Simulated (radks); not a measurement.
Q: These are the eigenvalues of the occupied orbitals of an atom or ion with whole-number occupations (Ry). Calculated with a radial shooting solver on a logarithmic mesh with Libxc functionals: scalar-relativistic Kohn-Sham, BLYP, spin-polarised, spherical densities, point nucleus.

| orbital | eigenvalue |
|---|---|
| 1s up | -432.2963 |
| 1s down | -432.2950 |
| 2s up | -48.98210 |
| 2s down | -48.86758 |
| 2p up | -41.16183 |
| 2p down | -41.07342 |
| 3s up | -5.47341 |
| 3s down | -5.16051 |
| 3p up | -3.37953 |
| 3p down | -3.07465 |
| 4s up | -0.31384 |
| 3d up | -0.25585 |

Which element is it, and in what charge state? The configuration may be excited. Open shells, if any, are filled with parallel spins first.

A: Z = 24, chromium, charge 0: Cr in [Ar] 3d5 4s1. The list shows which subshells hold electrons but not how many an open one holds; the 1s level, -216.15 hartree, gives Z - s = 20.8 by -(Z - s)^2/2, which with screening and relativity narrows Z to a few neighbours, and the depths of the outer levels then fix element, charge and occupations together.
